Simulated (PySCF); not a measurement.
Mayer bond orders and bond lengths

H₁₀NPSi₃.
Atom-mapped SMILES: `[SiH3:1][NH:2][SiH2:3][PH:4][SiH3:5]` (hydrogens: H6, H7, H8 on Si1; H9 on N2; H10, H11 on Si3; H12 on P4; H13, H14, H15 on Si5)

Cartesian coordinates in Å at the PBE0-D3(BJ)/def2-SVP level; atoms count from 1:
```
atom  x, y, z in Å
Si1    2.9815    0.8998   -0.3047
N2     1.7589   -0.2839    0.0724
Si3    0.0590   -0.2472   -0.2815
P4    -1.1333   -0.6951    1.5879
Si5   -3.1505   -0.6894    0.5681
H6     2.2940    2.2034   -0.5388
H7     3.7833    0.5652   -1.5247
H8     3.9357    1.0205    0.8399
H9     2.0940   -1.1331    0.5219
H10   -0.2329    1.1026   -0.8480
H11   -0.3605   -1.2885   -1.2749
H12   -1.2017    0.6614    2.0314
H13   -4.2011   -0.4231    1.5954
H14   -3.2724    0.3268   -0.5247
H15   -3.3645   -2.0453   -0.0190
```

Bond orders from the PBE0/pcSseg-1 density (PySCF). The structure is a single PBE0-D3(BJ)/def2-SVP conformer in the gas phase; no vibrational or solvent corrections.

Q: Where do the orders between heavy atoms depart from those drawn in the SMILES?

A: The largest departure is 0.079, at Si3–P4 (drawn single, 0.921).

Q: Set the Mayer orders of the bonds between heavy atoms beside their lengths.

A: 
```
  bond  drawn as  length (Å)  Mayer order
Si1–N2    single       1.743        0.947
N2–Si3    single       1.737        0.958
Si3–P4    single       2.262        0.921
P4–Si5    single       2.260        0.935
```

Q: And the bonds to hydrogen?

A: H–Si: 0.90 to 0.94 (8 bonds); H–N: 0.92 (1 bond); H–P: 0.91 (1 bond).

Q: Sum the orders of all bonds at each heavy atom with more than one neighbour and set the sums beside the valence in the SMILES.

A: Si1 3.731 (drawn 4), N2 2.822 (drawn 3), Si3 3.705 (drawn 4), P4 2.764 (drawn 3), Si5 3.709 (drawn 4). Orders between atoms that aren't bonded are not in these sums.

Mayer orders depend on the basis set.

These values come from a run that also computed NMR shieldings. Time: 14 s of wall time; peak memory 0.96 GiB. Hardware: Arm Neoverse V2, one thread, shared host.
